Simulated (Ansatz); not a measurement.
Geometry optimisation, DFT PBE, scalar-relativistic, plane waves, PAW (Ansatz).

Input:

```yaml
crystal:
  lattice:
    - [8.46, 0.0, 0.0]
    - [0.0, 8.46, 0.0]
    - [0.0, 0.0, 8.46]
  atoms:
    - { symbol: Na, position: [0.0, 0.0, 0.0] }
    - { symbol: Na, position: [0.5, 0.0, 0.0] }
    - { symbol: Na, position: [0.0, 0.5, 0.0] }
    - { symbol: Na, position: [0.0, 0.0, 0.5] }
    - { symbol: Na, position: [0.25, 0.25, 0.25] }
    - { symbol: Na, position: [0.5, 0.5, 0.0] }
    - { symbol: Na, position: [0.5, 0.0, 0.5] }
    - { symbol: Na, position: [0.75, 0.25, 0.25] }
    - { symbol: Na, position: [0.0, 0.5, 0.5] }
    - { symbol: Na, position: [0.25, 0.75, 0.25] }
    - { symbol: Na, position: [0.25, 0.25, 0.75] }
    - { symbol: Na, position: [0.5, 0.5, 0.5] }
    - { symbol: Na, position: [0.75, 0.75, 0.25] }
    - { symbol: Na, position: [0.75, 0.25, 0.75] }
    - { symbol: Na, position: [0.25, 0.75, 0.75] }
    - { symbol: Na, position: [0.75, 0.75, 0.75] }
    - { symbol: H, position: [0.7488992, 0.12756838, 0.48985551] }
basis:
  ecutwfc: 420.0
kpoints:
  mp_grid: { grid: [2, 2, 2] }
hamiltonian:
  xc: pbe
scf:
  occupations: { method: gaussian, width: 0.15 }
  lower_state_search: "off"
relax:
  f_tol: 0.03
  max_steps: 60
  adjacent_minimum: "off"
```

Run as:

```bash
$ ansatz run input.yaml --threads 2 --pin off --max-ram 5120MiB --backend cpu --events-out ev --progress --plain --runs-dir out
```

Question: Where does it end, and by what steps?

Answer: It converged. The force dipped under the threshold on the way, but the program's further checks kept it going. Limits of this set-up: coarse k mesh, odd electron count without spin. After 4 steps the energy has fallen by 0.038 eV; Na13 moved furthest, 0.19 Å.

```tsv
step	energy less start (eV)	largest force component (eV/Å)	accepted
0	0.0000	0.117	yes
1	-0.0147	0.088	yes
2	-0.0289	0.036	yes
3	-0.0359	0.008	yes
4	-0.0383	0.004	yes
```

```xyz
17
Lattice="8.4600 0.0000 0.0000 0.0000 8.4600 0.0000 0.0000 0.0000 8.4600" Properties=species:S:1:pos:R:3
Na -0.105 0.065 -0.003
Na 4.334 0.065 -0.003
Na 0.104 4.126 -0.003
Na -0.149 -0.054 4.225
Na 2.115 2.051 2.215
Na 4.125 4.126 -0.003
Na 4.378 -0.054 4.225
Na 6.344 2.171 2.258
Na 0.100 4.392 4.223
Na 2.115 6.453 2.010
Na 2.115 2.051 6.235
Na 4.129 4.392 4.223
Na 6.344 6.184 2.009
Na 6.344 2.173 6.192
Na 2.115 6.453 6.441
Na 6.344 6.185 6.438
H 6.344 1.061 4.224
```

Run time: 29 s on 2 threads of Arm Neoverse V2 (shared host), peak memory 0.97 GiB.
